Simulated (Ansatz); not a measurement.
C₂H₉AlOSi, SMILES `[CH3][Al]([SiH3])[CH2]O`, relaxed with RKS PBE0-D4/def2-TZVP in Ansatz 0.2.0 from a PBE-D4/def2-SVP geometry. The force threshold is 0.005 eV/Å; the program also tests the step.

Charge 0, multiplicity 1.

Start:

```xyz
14

C     1.101    0.534   -1.721
Al   -0.008    0.066   -0.168
Si   -2.449    0.452   -0.190
C     0.802   -0.727    1.468
O     2.210   -0.847    1.275
H     0.749    0.026   -2.645
H     1.056    1.625   -1.930
H     2.161    0.257   -1.549
H    -3.154    0.040    1.081
H    -3.123   -0.294   -1.319
H    -2.773    1.913   -0.408
H     0.300   -1.711    1.675
H     0.531   -0.088    2.352
H     2.596   -1.245    2.077
```

**Question.** How much energy does the relaxation release, and in how many steps? (Estimate.)

**Answer.** Ansatz gave: 0.05 eV, in 6 steps.

**Question.** Which bonds change most? (Best estimate.)

**Answer.** The calculation gave: C4–H13 from 1.124 to 1.103 Å; C4–H12 from 1.124 to 1.103 Å; Si3–H11 from 1.513 to 1.494 Å; Si3–H10 from 1.513 to 1.494 Å.

**Question.** Give the relaxed structure. (Best estimate.)

**Answer.** Computed: 
```xyz
14

C     1.100    0.538   -1.722
Al    0.000    0.072   -0.181
Si   -2.437    0.450   -0.188
C     0.787   -0.718    1.452
O     2.194   -0.868    1.295
H     0.751    0.031   -2.628
H     1.048    1.612   -1.930
H     2.146    0.271   -1.558
H    -3.109    0.031    1.078
H    -3.106   -0.295   -1.296
H    -2.768    1.892   -0.394
H     0.295   -1.684    1.658
H     0.540   -0.079    2.316
H     2.558   -1.252    2.097
```
